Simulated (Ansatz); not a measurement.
`[GeH3]`• → Ge• + 3 H•  (atomization)

Gas-phase electronic energies from Ansatz, PBE0-D4/def2-TZVP geometries. CCSD(T)/CBS is the MP2 limit (def2-TZVPP, def2-QZVPP) plus CCSD(T) − MP2 in def2-TZVPP, frozen cores. This one scheme is used for every species, atoms too. Functionals use def2-TZVPP. B3LYP here is the variant with VWN-RPA as its local correlation; programs differ in this. Open shells (•) are unrestricted, without spin–orbit coupling. Spin–orbit coupling would lower the free atoms: clearly for Ge. For Ge outer-core shells are correlated without core-valence functions, so the limit isn't a true one: a few kJ/mol of doubt a bond, and 10 to 20 or more in all where bonds break to atoms. Scalar relativity is left out up to krypton.

CCSD(T)/CBS gives +868.5 kJ/mol.

Q: Another level gave +851.7 kJ/mol. Which?
A. B3LYP/def2-TZVPP
B. MP2/def2-TZVPP
C. LDA (SPW92)/def2-TZVPP
D. BLYP-D4/def2-TZVPP

A: D. BLYP-D4 851.7, B3LYP 860.3, LDA (SPW92) 960.6, MP2/def2-TZVPP 831.2 kJ/mol.

Largest T1 diagnostic among the species: 0.012.

From BLYP to BHLYP (50 % exact exchange), in def2-TZVPP and without D4, ΔE moves by +11.5 kJ/mol. The D4 term adds +5.2 kJ/mol with B3LYP and +2.6 kJ/mol with PBE0; it sums over pairs of atoms, weighted by their polarisabilities, and B3LYP, whose exchange is more repulsive, gets the larger term. Leaving LDA and LC-ωPBE aside and taking each functional with its dispersion term where it has one, the values, not all of them listed here, spread over 47.0 kJ/mol, from revPBE-D4 to B97M-V. LDA lies +117.4 kJ/mol from PBE without D4, its usual overbinding.

For atomizations the MP2-based limit and the directly extrapolated one differ by several kJ/mol either way, and by 10 to 25 for some Ge, Se and Sn compounds, so smaller differences from it don't rank the levels.
